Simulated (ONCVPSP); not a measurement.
An all-electron radial function and its pseudo partner (Ni)

Columns: radius, all-electron u(r) and pseudo u(r) of the 3p shell (level -71.39 eV) of nickel in the configuration [Ne] 3s2 3p6 3d8 4s2; PBE, scalar-relativistic, ONCV scheme, ONCVPSP 4.0.1.

| r (bohr) | all-electron | pseudo |
| --- | --- | --- |
| 0.082 | -0.5234 | 0.0547 |
| 0.165 | -0.5812 | 0.2095 |
| 0.248 | -0.1507 | 0.4319 |
| 0.330 | 0.3676 | 0.6749 |
| 0.413 | 0.7912 | 0.9009 |
| 0.495 | 1.0604 | 1.0718 |
| 0.578 | 1.1935 | 1.1735 |
| 0.660 | 1.2214 | 1.2019 |
| 0.742 | 1.1815 | 1.1704 |
| 0.825 | 1.0997 | 1.0952 |
| 0.908 | 0.9971 | 0.9957 |
| 0.990 | 0.8885 | 0.8881 |
| 1.072 | 0.7812 | 0.7810 |
| 1.155 | 0.6786 | 0.6785 |
| 1.238 | 0.5848 | 0.5847 |
| 1.320 | 0.5018 | 0.5017 |
| 1.402 | 0.4284 | 0.4284 |
| 1.485 | 0.3637 | 0.3636 |
| 1.568 | 0.3077 | 0.3076 |
| 1.650 | 0.2602 | 0.2601 |
| 1.733 | 0.2190 | 0.2190 |
| 1.815 | 0.1845 | 0.1844 |
| 1.898 | 0.1548 | 0.1548 |
| 1.980 | 0.1300 | 0.1300 |
| 2.062 | 0.1091 | 0.1091 |
| 2.145 | 0.0912 | 0.0912 |

Problem. How many radial nodes do the two functions have?

Solution. The all-electron 3p function has n − l − 1 = 1; the pseudo-wave has 0, since the states of the same l below it are removed with the core.

Problem. At about which radius was the pseudo-wave matched?

Solution. 1.15 bohr. The columns agree to 0.0005 from 0.99 bohr on; several derivatives are matched, so the curves merge somewhat inside the radius.

Problem. Is the pseudo-wave norm-conserving?

Solution. Yes: the ONCV scheme keeps the norm inside the radius equal to the all-electron one, which fixes the energy derivative of the logarithmic derivative at the level.
